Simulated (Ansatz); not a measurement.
Frontier orbitals of `CN[SiH](C)S`.

Cartesian coordinates in Å:
```
C -1.976 0.195 -0.448
N -0.989 -0.686 0.136
Si 0.603 -0.258 0.592
C 1.301 0.946 -0.645
S 1.647 -2.132 0.656
H -2.610 0.694 0.296
H -2.628 -0.351 -1.135
H -1.480 0.973 -1.031
H -1.383 -1.501 0.580
H 0.765 0.333 1.956
H 2.355 1.127 -0.420
H 1.231 0.551 -1.661
H 0.783 1.908 -0.605
H 2.380 -1.799 1.730
```

The species carries charge 0 and has multiplicity 1. All single points use the PBE0-D4/def2-TZVP geometry. It is one conformer, not always the lowest. Basis def2-TZVPP, the Gaussian-basis code of Ansatz.

| functional | HOMO (eV) | LUMO (eV) | gap (eV) |
| --- | --- | --- | --- |
| LDA (SPW92) | -5.59 | -0.49 | 5.10 |
| PBE | -5.48 | -0.32 | 5.16 |
| B97M-V | -5.87 | -0.15 | 5.72 |
| PBE0 | -6.82 | 0.59 | 7.41 |
| B3LYP | -6.61 | 0.32 | 6.93 |
| BHLYP | -8.08 | 1.41 | 9.49 |
| ωB97M-V | -9.12 | 2.28 | 11.40 |
| HF | -9.95 | 3.50 | 13.45 |

From PBE to PBE0 the HOMO moves by −1.34 eV and the LUMO by +0.91 eV, and with ωB97M-V by −3.65 and +2.60 eV, so the gap grows from 5.16 to 11.40 eV with exact exchange. A positive LUMO is unbound and depends on the basis.

B3LYP here is the variant with VWN-RPA as its local correlation; programs differ in this.
